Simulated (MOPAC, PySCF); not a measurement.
[Zr(NH2)(H)3], neutral singlet in the gas phase. 

Z-matrix (Å, degrees):
```
Zr
N 1 2.0011
H 2 1.0303 1 127.81
H 2 1.0308 3 108.66 1 -179.57
H 1 1.8679 2 103.30 3 106.98
H 1 1.8724 5 108.53 2 -113.48
H 1 1.8745 5 111.70 2 119.35
```
Charge 0, multiplicity 1.

All levels are single points at this geometry (BP86-D3(BJ)/def2-SVP); Pople sets use spherical d functions. Orbital energies aren't observables, and empty levels follow the basis.

PM6 in MOPAC gives gap (eV) = 8.32.

### Question
Estimate the gap (eV) from each of these levels: B3LYP-D3(BJ)/def2-TZVP in PySCF; PBE-D3(BJ)/def2-TZVP in PySCF; TPSSh-D3(BJ)/def2-TZVP in PySCF; BP86/6-31G* (LANL2DZ on Zr) in PySCF; SVWN5/6-31G* (LANL2DZ on Zr) in PySCF.

### Answer

```json
[
 {"level": "B3LYP-D3(BJ)/def2-TZVP in PySCF", "gap (eV)": "5.49"},
 {"level": "PBE-D3(BJ)/def2-TZVP in PySCF", "gap (eV)": "3.62"},
 {"level": "TPSSh-D3(BJ)/def2-TZVP in PySCF", "gap (eV)": "4.91"},
 {"level": "BP86/6-31G* (LANL2DZ on Zr) in PySCF", "gap (eV)": "3.43"},
 {"level": "SVWN5/6-31G* (LANL2DZ on Zr) in PySCF", "gap (eV)": "3.25"}
]
```
